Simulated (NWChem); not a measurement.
## Atomisation of C₃H₃Cl₂F

```
C
C 1 1.5027
F 2 1.3531 1 118.72
H 2 1.0955 3 112.66 1 -143.31
C 2 1.5056 4 119.97 3 146.50
H 5 1.0932 2 119.04 4 -1.03
H 5 1.0936 6 115.99 1 -144.17
Cl 1 1.7644 2 118.13 4 140.90
Cl 1 1.7740 2 117.50 4 -2.20
```
Charge 0, spin multiplicity 1.

All runs are NWChem calculations. The geometry was optimised at B3LYP/def2-SVP, a minimum by its harmonic frequencies.

Basis set: def2-SVP. The atomisation energy is electronic alone: no zero-point, thermal, spin-orbit or counterpoise terms. No value is extrapolated to the basis-set limit. Free atoms are single determinants with multiplicities F 2, C 3, Cl 2, H 2. Correlated methods freeze the same cores in atoms and molecule, 14 orbitals in all.

```json
[
 {"method": "PBE", "atomisation energy (kcal/mol)": "854.8", "relative cost": "under 3"},
 {"method": "MP2", "atomisation energy (kcal/mol)": "792.4", "relative cost": "under 3"},
 {"method": "B3LYP", "atomisation energy (kcal/mol)": "807.2", "relative cost": "under 3"},
 {"method": "BLYP", "atomisation energy (kcal/mol)": "808.9", "relative cost": "under 3"},
 {"method": "r2SCAN", "atomisation energy (kcal/mol)": "825.8", "relative cost": "3"},
 {"method": "PBE0", "atomisation energy (kcal/mol)": "830.9", "relative cost": "under 3"},
 {"method": "HF", "atomisation energy (kcal/mol)": "571.7", "relative cost": "1"},
 {"method": "BP86", "atomisation energy (kcal/mol)": "847.8", "relative cost": "under 3"}
]
```

The values span 283.1 kcal/mol, from HF (lowest) to PBE (highest). The cost column gives rough processor time relative to HF; each entry includes its own SCF. Costs are the molecule's.

B3LYP has NWChem's definition, with VWN1-RPA local correlation. The structure started from a generated list of species. No SCF solution was tested for a lower state. Open-shell Hartree-Fock references start from PBE0 orbitals; any time given for them includes that run.
